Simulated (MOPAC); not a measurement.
MOPAC input (MNDO):

```
MNDO PRECISE GNORM=0.05 LET XYZ CHARGE=-1 GEO-OK AUX(PRECISION=9) THREADS=1
C2H8ClSi2

C    -2.12108100 1    1.55816400 1    0.28338100 1
Si   -0.92849400 1    0.50639400 1    1.03782200 1
C    -1.41965000 1   -1.32642800 1    1.16750300 1
Si    1.30483300 1    0.25142700 1    0.09207600 1
Cl    1.24761000 1   -0.75670500 1   -1.80771600 1
H    -2.51100400 1    1.28901200 1   -0.69752200 1
H    -2.02800300 1    2.63437100 1    0.41949300 1
H    -0.50138700 1    0.97180200 1    2.40568400 1
H    -1.57782000 1   -1.73759200 1    0.16700600 1
H    -0.64562800 1   -1.92513200 1    1.65613300 1
H    -2.35378500 1   -1.42547500 1    1.72622700 1
H     1.96411000 1    1.55123700 1   -0.25728300 1
H     2.41977500 1   -0.49414600 1    0.78756300 1
```

Output:

```
 *******************************************************************************
 **                                                                           **
 **                              MOPAC v23.2.5                                **
 **                                                                           **
 *******************************************************************************
 ** MOPAC's Digital Object Identifier: https://doi.org/10.5281/zenodo.6511958 **
 **                                                                           **
 ** Please cite the open-source release paper for use of this MOPAC version:  **
 ** J. E. Moussa and J. J. P. Stewart (2026)                                  **
 ** MOPAC: An open-source semiempirical molecular orbital program             **
 ** J. Open Source Softw., 11(119), 8025, https://doi.org/10.21105/joss.08025 **
 *******************************************************************************

                              MNDO CALCULATION RESULTS

 *******************************************************************************
 *  MNDO       - The MNDO Hamiltonian to be used
 *  GEO-OK     - OVERRIDE INTERATOMIC DISTANCE AND OTHER SAFETY CHECKS
 *
 *
 *
 *                 CHARGE ON SYSTEM = -1
 *
 *
 *
 *  LET        - OVERRIDE SOME SAFETY CHECKS
 *  PRECISE    - TIGHTER CRITERIA TO BE USED
 *  XYZ        - CARTESIAN COORDINATE SYSTEM TO BE USED
 *  GNORM      - EXIT WHEN GRADIENT NORM DROPS BELOW 0.050
 *  AUX        - OUTPUT AUXILIARY INFORMATION
 *******************************************************************************
MNDO PRECISE GNORM=0.05 LET XYZ CHARGE=-1 GEO-OK AUX(PRECISION=9) THREADS=1
 C2H8ClSi2

   ATOM   CHEMICAL          X               Y               Z
  NUMBER   SYMBOL      (ANGSTROMS)     (ANGSTROMS)     (ANGSTROMS)

     1       C         -2.12108100  *   1.55816400  *   0.28338100  *
     2      Si         -0.92849400  *   0.50639400  *   1.03782200  *
     3       C         -1.41965000  *  -1.32642800  *   1.16750300  *
     4      Si          1.30483300  *   0.25142700  *   0.09207600  *
     5      Cl          1.24761000  *  -0.75670500  *  -1.80771600  *
     6       H         -2.51100400  *   1.28901200  *  -0.69752200  *
     7       H         -2.02800300  *   2.63437100  *   0.41949300  *
     8       H         -0.50138700  *   0.97180200  *   2.40568400  *
     9       H         -1.57782000  *  -1.73759200  *   0.16700600  *
    10       H         -0.64562800  *  -1.92513200  *   1.65613300  *
    11       H         -2.35378500  *  -1.42547500  *   1.72622700  *
    12       H          1.96411000  *   1.55123700  *  -0.25728300  *
    13       H          2.41977500  *  -0.49414600  *   0.78756300  *

          CARTESIAN COORDINATES

    NO.       ATOM           X           Y           Z

     1         C         -2.1211      1.5582      0.2834
     2        Si         -0.9285      0.5064      1.0378
     3         C         -1.4197     -1.3264      1.1675
     4        Si          1.3048      0.2514      0.0921
     5        Cl          1.2476     -0.7567     -1.8077
     6         H         -2.5110      1.2890     -0.6975
     7         H         -2.0280      2.6344      0.4195
     8         H         -0.5014      0.9718      2.4057
     9         H         -1.5778     -1.7376      0.1670
    10         H         -0.6456     -1.9251      1.6561
    11         H         -2.3538     -1.4255      1.7262
    12         H          1.9641      1.5512     -0.2573
    13         H          2.4198     -0.4941      0.7876

  H: (MNDO): M.J.S. DEWAR, W. THIEL, J. AM. CHEM. SOC., 99, 4899, (1977)
  C: (MNDO): M.J.S. DEWAR, W. THIEL, J. AM. CHEM. SOC., 99, 4899, (1977)
 Si: (MNDO): M.J.S.DEWAR, ET. AL. ORGANOMETALLICS  5, 375 (1986)
 Cl: (MNDO): M.J.S.DEWAR, H.S.RZEPA, J. COMP. CHEM., 4, 158, (1983)

           Empirical Formula: C2 H8 Si2 Cl  =    13 atoms

      MOLECULAR POINT GROUP   :   C1

      RHF CALCULATION, NO. OF DOUBLY OCCUPIED LEVELS = 16

          Geometry optimization using EF

          DIAGONAL MATRIX USED AS START HESSIAN

 CYCLE:     1  GRAD.:   136.354 HEAT: -23.40095
 CYCLE:     2  GRAD.:   119.921 HEAT: -34.35407
 CYCLE:     3  GRAD.:   147.373 HEAT: -34.86183
 CYCLE:     4  GRAD.:   146.933 HEAT: -35.84883
 CYCLE:     5  GRAD.:   138.739 HEAT: -34.43277
 CYCLE:     6  GRAD.:   104.748 HEAT: -38.23371
 CYCLE:     7  GRAD.:   182.686 HEAT: -33.42916
 CYCLE:     8  GRAD.:   166.649 HEAT: -33.34589
 CYCLE:     9  GRAD.:    93.430 HEAT: -39.72821
 CYCLE:    10  GRAD.:   110.089 HEAT: -38.61428
 CYCLE:    11  GRAD.:   121.622 HEAT: -39.48501
 CYCLE:    12  GRAD.:   231.668 HEAT: -28.10081
 CYCLE:    13  GRAD.:    79.675 HEAT: -40.96585
 CYCLE:    14  GRAD.:   198.183 HEAT: -30.56545
 CYCLE:    15  GRAD.:   131.419 HEAT: -38.31162
 CYCLE:    16  GRAD.:   147.501 HEAT: -31.16177
 CYCLE:    17  GRAD.:    71.868 HEAT: -41.34309
 CYCLE:    18  GRAD.:    99.355 HEAT: -38.92359
 CYCLE:    19  GRAD.:    23.024 HEAT: -44.04130
 CYCLE:    20  GRAD.:    42.438 HEAT: -43.40159
 CYCLE:    21  GRAD.:     6.474 HEAT: -44.32756
 CYCLE:    22  GRAD.:     9.441 HEAT: -44.31429
 CYCLE:    23  GRAD.:     3.937 HEAT: -44.38509
 CYCLE:    24  GRAD.:     3.342 HEAT: -44.42766
 CYCLE:    25  GRAD.:     7.344 HEAT: -44.53226
 CYCLE:    26  GRAD.:    10.785 HEAT: -44.64632
 CYCLE:    27  GRAD.:     4.230 HEAT: -44.71217
 CYCLE:    28  GRAD.:     5.698 HEAT: -44.72838
 CYCLE:    29  GRAD.:     2.731 HEAT: -44.75014
 CYCLE:    30  GRAD.:     1.485 HEAT: -44.75573
 CYCLE:    31  GRAD.:     1.298 HEAT: -44.76115
 CYCLE:    32  GRAD.:     0.859 HEAT: -44.76375
 CYCLE:    33  GRAD.:     0.477 HEAT: -44.76500
 CYCLE:    34  GRAD.:     0.634 HEAT: -44.76648
 CYCLE:    35  GRAD.:     0.760 HEAT: -44.76810
 CYCLE:    36  GRAD.:     0.762 HEAT: -44.77041
 CYCLE:    37  GRAD.:     0.696 HEAT: -44.77369
 CYCLE:    38  GRAD.:     0.540 HEAT: -44.77583
 CYCLE:    39  GRAD.:     0.570 HEAT: -44.77858
 CYCLE:    40  GRAD.:     0.576 HEAT: -44.78001
 CYCLE:    41  GRAD.:     0.589 HEAT: -44.78246
 CYCLE:    42  GRAD.:     0.681 HEAT: -44.78466
 CYCLE:    43  GRAD.:     0.975 HEAT: -44.78881
 CYCLE:    44  GRAD.:     1.158 HEAT: -44.79319
 CYCLE:    45  GRAD.:     1.255 HEAT: -44.80072
 CYCLE:    46  GRAD.:     0.867 HEAT: -44.80490
 CYCLE:    47  GRAD.:     1.230 HEAT: -44.81089
 CYCLE:    48  GRAD.:     1.001 HEAT: -44.81415
 CYCLE:    49  GRAD.:     0.962 HEAT: -44.81929
 CYCLE:    50  GRAD.:     0.819 HEAT: -44.82402
 CYCLE:    51  GRAD.:     0.782 HEAT: -44.82665
 CYCLE:    52  GRAD.:     0.704 HEAT: -44.82868
 CYCLE:    53  GRAD.:     0.504 HEAT: -44.82955
 CYCLE:    54  GRAD.:     0.597 HEAT: -44.82971
 CYCLE:    55  GRAD.:     0.134 HEAT: -44.83006
 CYCLE:    56  GRAD.:     0.117 HEAT: -44.83014
 CYCLE:    57  GRAD.:     0.181 HEAT: -44.83030
 CYCLE:    58  GRAD.:     0.148 HEAT: -44.83036
 CYCLE:    59  GRAD.:     0.122 HEAT: -44.83040
 CYCLE:    60  GRAD.:     0.106 HEAT: -44.83047
 CYCLE:    61  GRAD.:     0.113 HEAT: -44.83052
 CYCLE:    62  GRAD.:     0.117 HEAT: -44.83058
 CYCLE:    63  GRAD.:     0.110 HEAT: -44.83070
 CYCLE:    64  GRAD.:     0.104 HEAT: -44.83072
 CYCLE:    65  GRAD.:     0.093 HEAT: -44.83079
 CYCLE:    66  GRAD.:     0.085 HEAT: -44.83083
 CYCLE:    67  GRAD.:     0.135 HEAT: -44.83090
 CYCLE:    68  GRAD.:     0.140 HEAT: -44.83096
 CYCLE:    69  GRAD.:     1.969 HEAT: -44.82623
 CYCLE:    70  GRAD.:     0.116 HEAT: -44.83118
 CYCLE:    71  GRAD.:     0.086 HEAT: -44.83126
 CYCLE:    72  GRAD.:     0.218 HEAT: -44.83133
 CYCLE:    73  GRAD.:     0.097 HEAT: -44.83136
 CYCLE:    74  GRAD.:     0.065 HEAT: -44.83136
 CYCLE:    75  GRAD.:     0.055 HEAT: -44.83137
 CYCLE:    76  GRAD.:     2.081 HEAT: -44.82907
 CYCLE:    77  GRAD.:     0.036 HEAT: -44.83138

     GRADIENT =  0.03637 IS LESS THAN CUTOFF =  0.05000

 -------------------------------------------------------------------------------
 MNDO PRECISE GNORM=0.05 LET XYZ CHARGE=-1 GEO-OK AUX(PRECISION=9) THREADS=1
 C2H8ClSi2

     GEOMETRY OPTIMISED USING EIGENVECTOR FOLLOWING (EF).
     SCF FIELD WAS ACHIEVED

                              MNDO CALCULATION
                                                       MOPAC v23.2.5 Linux

          FINAL HEAT OF FORMATION =        -44.83138 KCAL/MOL =    -187.57450 KJ/MOL

          COSMO AREA              =        160.52 SQUARE ANGSTROMS
          COSMO VOLUME            =        161.80 CUBIC ANGSTROMS

          GRADIENT NORM           =          0.03637          =       0.01009 PER ATOM
          IONIZATION POTENTIAL    =          2.047117 EV
          HOMO LUMO ENERGIES (EV) =         -2.047  4.756
          NO. OF FILLED LEVELS    =         16
          MOLECULAR WEIGHT        =        123.7092         POINT GROUP:  C1

          MOLECULAR DIMENSIONS (Angstroms)

            Atom       Atom       Distance
            H    12    H    11     5.47372
            H     7   Cl     5     5.09348
            H     6    H    13     3.57767

          SCF CALCULATIONS        =         78

   ATOM   CHEMICAL          X               Y               Z
  NUMBER   SYMBOL      (ANGSTROMS)     (ANGSTROMS)     (ANGSTROMS)

     1       C         -1.94547120  *   1.53522986  *   0.39543343  *
     2      Si         -0.87666407  *   0.43801963  *   0.99990339  *
     3       C         -1.49352570  *  -1.27296811  *   1.06251619  *
     4      Si          1.18105999  *   0.39701643  *   0.00949299  *
     5      Cl          1.38924183  *  -0.90101222  *  -1.69592381  *
     6       H         -2.79989829  *   1.29484204  *  -0.22963168  *
     7       H         -1.86756228  *   2.60574654  *   0.56265623  *
     8       H         -0.36036404  *   0.75153375  *   2.27399989  *
     9       H         -1.80067984  *  -1.65233516  *   0.06980346  *
    10       H         -0.73621097  *  -1.97769912  *   1.45866165  *
    11       H         -2.37744421  *  -1.35170194  *   1.72630764  *
    12       H          1.66209875  *   1.59398950  *  -0.50228013  *
    13       H          2.23489656  *  -0.05741002  *   0.79646863  *

                             CARTESIAN COORDINATES

   1    C       -1.945471199     1.535229863     0.395433425
   2   Si       -0.876664070     0.438019625     0.999903392
   3    C       -1.493525700    -1.272968110     1.062516189
   4   Si        1.181059986     0.397016432     0.009492988
   5   Cl        1.389241827    -0.901012218    -1.695923805
   6    H       -2.799898292     1.294842037    -0.229631677
   7    H       -1.867562283     2.605746540     0.562656230
   8    H       -0.360364044     0.751533752     2.273999891
   9    H       -1.800679836    -1.652335162     0.069803460
  10    H       -0.736210970    -1.977699122     1.458661651
  11    H       -2.377444207    -1.351701937     1.726307644
  12    H        1.662098749     1.593989500    -0.502280130
  13    H        2.234896557    -0.057410022     0.796468634

           Empirical Formula: C2 H8 Si2 Cl  =    13 atoms

      MOLECULAR POINT GROUP   :   C1

                  EIGENVALUES
 -28.40428 -22.90223 -19.85013 -16.01612 -10.99188 -10.03432  -9.99143  -8.92550
  -8.76876  -8.43570  -8.21423  -7.40358  -6.93085  -6.89997  -4.94151  -2.04712
   4.75612   5.42698   6.01497   6.76153   7.22446   7.36841   8.05218   8.19191
   9.56902   9.77913  10.54896  11.71961

              NET ATOMIC CHARGES AND DIPOLE CONTRIBUTIONS

  ATOM NO.   TYPE          CHARGE      No. of ELECS.   s-Pop       p-Pop
    1          C          -0.858807        4.8588     1.27565     3.58316
    2         Si           1.160080        2.8399     0.96595     1.87397
    3          C          -0.279679        4.2797     1.26867     3.01101
    4         Si           0.812990        3.1870     1.23667     1.95034
    5         Cl          -0.592343        7.5923     1.98754     5.60480
    6          H          -0.011564        1.0116     1.01156
    7          H          -0.014201        1.0142     1.01420
    8          H          -0.410632        1.4106     1.41063
    9          H          -0.015810        1.0158     1.01581
   10          H          -0.034585        1.0346     1.03459
   11          H          -0.028507        1.0285     1.02851
   12          H          -0.356546        1.3565     1.35655
   13          H          -0.370396        1.3704     1.37040
 DIPOLE           X         Y         Z       TOTAL
 POINT-CHG.     0.966    -1.949     1.511     2.648
 HYBRID         1.376    -0.189    -0.860     1.633
 SUM            2.341    -2.138     0.651     3.237

          ATOMIC ORBITAL ELECTRON POPULATIONS

     Atom    s        px        py        pz
    1  C   1.27565   1.19886   0.97352   1.41077
    2 Si   0.96595   0.65877   0.60686   0.60835
    3  C   1.26867   0.93817   1.16133   0.91151
    4 Si   1.23667   0.99049   0.47387   0.48598
    5 Cl   1.98754   1.99193   1.85523   1.75764
    6  H   1.01156
    7  H   1.01420
    8  H   1.41063
    9  H   1.01581
   10  H   1.03459
   11  H   1.02851
   12  H   1.35655
   13  H   1.37040

 **********************
 *                    *
 * JOB ENDED NORMALLY *
 *                    *
 **********************

 == MOPAC DONE ==
```

The dipole moment of an ion depends on the origin.

The geometry given is a B3LYP-D3(BJ)/def2-TZVP minimum.
